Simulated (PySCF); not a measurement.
Compound: C4H9ClSi.
Z-matrix (Å and degrees, PBE0-D3(BJ)/def2-SVP geometry), rows numbered from 1:
```
Cl
Si  1  2.0819
C   2  1.8890  1  110.86
C   3  1.5396  2  103.35  1   124.74
C   4  1.5332  3  109.09  2   -33.40
C   5  1.5366  4  108.50  3    50.11
H   2  1.4907  1  106.39  3  -127.26
H   3  1.1002  2  114.23  1  -111.89
H   3  1.1028  2  108.08  1     7.14
H   4  1.1044  3  109.46  2    85.52
H   4  1.1019  3  111.73  2  -156.95
H   5  1.1045  4  109.05  3   -68.79
H   5  1.1020  4  111.39  3   173.95
H   6  1.0996  2  114.44  1    25.30
H   6  1.1047  2  108.35  1   144.95
```

Level: CAM-B3LYP/def2-SVPD in PySCF, non-relativistic, on one gas-phase PBE0-D3(BJ)/def2-SVP geometry that isn't relaxed in the solvent. The solvent is an IEF-PCM continuum (Bondi radii, 1.10 Å for H, scaled by 1.2), and excitations are vertical TDDFT with non-equilibrium linear response and a frozen core. Only the electrostatic response of the medium enters.

Gas-phase singlets (H = HOMO, L = LUMO):

```csv
state,E (eV),λ (nm),f,leading configuration
S1,7.294,170,0.002,H→L+1 55%
S2,7.653,162,0.020,H-1→L+1 65%
S3,7.780,159,0.025,H→L 59%
S4,8.159,152,0.046,H→L+2 71%
S5,8.264,150,0.029,H-1→L 48%
```

**Question.** What are the lowest 5 singlets in benzene (ε = 2.271)?

**Answer.** 
```
state  E (eV)  λ (nm)      f  leading configuration  change by rank (eV)
   S1   7.282     170  0.004              H→L+1 59%               -0.012
   S2   7.663     162  0.031            H-1→L+1 66%               +0.010
   S3   7.790     159  0.034                H→L 64%               +0.010
   S4   8.144     152  0.089              H→L+2 78%               -0.015
   S5   8.269     150  0.045              H-1→L 55%               +0.005
```

**Question.** How does the list change in acetone (ε = 20.49)?

**Answer.** 
```tsv
state	E (eV)	λ (nm)	f	leading configuration	change by rank (eV)
S1	7.273	170	0.006	H→L 58%	-0.021
S2	7.688	161	0.030	H-1→L 64%	+0.035
S3	7.819	159	0.029	H→L+1 66%	+0.039
S4	8.155	152	0.084	H→L+2 79%	-0.004
S5	8.314	149	0.036	H-1→L+1 53%	+0.050
```

**Question.** The ground-state energy changes by -0.090 eV from gas to acetone. By how much does the total energy of gas-phase S3 change?

**Answer.** E(S3) = E(S0) + excitation energy, so it changes by -0.090 + 0.039 = -0.051 eV: it is lowered less than the ground state, which is what a blue shift means. This is the vertical state, with the slow part of the continuum still set for S0.

**Question.** How do the frontier levels move from gas to acetone?

**Answer.** 
```
orbital  gas (eV)  solvent (eV)  change (eV)                    Löwdin shares, gas                Löwdin shares, solvent
 LUMO+2      1.71          1.86        +0.15   Cl1 19 %, Si2 18 %, H7 11 %, C3 9 %   Cl1 24 %, Si2 19 %, H7 12 %, C3 8 %
 LUMO+1      1.36          1.39        +0.03    Cl1 41 %, Si2 27 %, C6 7 %, H7 6 %     Si2 20 %, C4 10 %, C3 8 %, H7 7 %
   LUMO      1.12          1.29        +0.17    Si2 19 %, C4 12 %, H10 8 %, C3 8 %    Cl1 51 %, Si2 24 %, H7 5 %, C6 5 %
   HOMO     -9.40         -9.27        +0.13  Cl1 27 %, C6 19 %, C3 18 %, Si2 16 %  C6 21 %, C3 20 %, Cl1 19 %, Si2 17 %
 HOMO-1     -9.82         -9.78        +0.04   Cl1 43 %, Si2 17 %, H7 13 %, C6 7 %   Cl1 31 %, Si2 19 %, H7 14 %, C6 8 %
 HOMO-2    -10.71        -10.44        +0.27   C4 18 %, Cl1 14 %, C3 13 %, C5 12 %   C4 21 %, C5 17 %, H10 12 %, C3 10 %
 HOMO-3    -10.97        -10.86        +0.11     Cl1 40 %, C5 14 %, C6 9 %, C4 9 %    Cl1 24 %, C5 20 %, C4 18 %, C6 8 %
```

The HOMO–LUMO gap goes from 10.53 to 10.56 eV. Rows go by rank; for HOMO-3, HOMO-2, LUMO and LUMO+1 the atom shares or the degeneracy differ between the runs, so the row needn't follow one orbital.
